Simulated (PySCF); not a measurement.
C3H7ClSi2, SMILES C[SiH2]C#C[SiH2]Cl (CAM-B3LYP/def2-SVP optimised geometry):

```
13

Si     2.423    -0.365    -0.027
Cl     3.110    -1.364    -1.701
C      0.596    -0.360    -0.019
C     -0.623    -0.349     0.000
Si    -2.470    -0.349     0.000
C     -3.111    -1.264    -1.502
H      2.926     1.027    -0.074
H      2.926    -1.068     1.176
H     -2.926     1.068     0.000
H     -2.926    -0.998     1.259
H     -4.211    -1.266    -1.510
H     -2.764    -2.308    -1.500
H     -2.760    -0.787    -2.429
```

Computed with CAM-B3LYP/def2-TZVP run with PySCF.

**Question.** What are the frontier orbital energies and the dipole moment?

**Answer.** HOMO-2 -10.46 eV, HOMO-1 -9.64 eV, HOMO -9.57 eV, LUMO -0.03 eV, LUMO+1 0.44 eV; dipole moment 1.45 D.

On the same geometry PBE/def2-TZVP run with PySCF gives HOMO-2 -7.69 eV, HOMO-1 -7.14 eV, HOMO -7.05 eV, LUMO -2.01 eV, LUMO+1 -1.61 eV; dipole moment 1.45 D.

Meta-Löwdin charges at CAM-B3LYP/def2-TZVP: Si1 0.74, Cl2 -0.30, C3 -0.30, C4 -0.25, Si5 0.69, C6 -0.59, H7 -0.09, H8 -0.09, H9 -0.10, H10 -0.10, H11 0.13, H12 0.13, H13 0.13.
